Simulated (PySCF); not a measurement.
**A series of derivatives of CC(C=O)CC[SiH3]**

Parent skeleton `[CH3:1][CH:2]([CH:3]=[O:4])[CH2:5][CH2:6][SiH3:7]`; one hydrogen on atom 2 is replaced by X. Hydrogens on one atom are averaged.

Computational details: shielding tensors at PBE0/pcSseg-1 (GIAO), GFN2-xTB geometry, in PySCF (one computed conformer, non-relativistic Hamiltonian, no solvent, averaged over atoms made equivalent by symmetry, fast rotation or ring inversion).

Scale: 13C (186.93 ppm) and 29Si (349.16 ppm) and 1H (31.72 ppm) vs TMS; 17O (336.08 ppm) against H2O (reference shieldings calculated alike).

**Question.** Order these by the shift of C1, most shielded first.
A. X = CH2CN
B. X = CHO
C. X = ethynyl
D. X = COCH3

**Answer.** B (14.7 ppm), D (16.6 ppm), A (23.0 ppm), C (26.9 ppm).

**Question.** Order these by the shift of C5, most shielded first.
A. X = ethynyl
B. X = COCH3
C. X = C2H5

**Answer.** C (31.2 ppm), A (35.4 ppm), B (37.6 ppm).

**Question.** Order these by the shift of O4, most shielded first.
A. X = CH2CN
B. X = CHO
C. X = COCH3
D. X = ethynyl
E. X = C2H5

**Answer.** D (666.8 ppm), A (679.5 ppm), E (683.8 ppm), C (704.1 ppm), B (708.0 ppm).

Unscaled 17O shifts of doubly bonded oxygen tend to come out too high, by tens of ppm or more. Experimental scales use liquid or dissolved standards, which lie at an offset from isolated H2O (liquid H2O: subtract about 36 ppm).
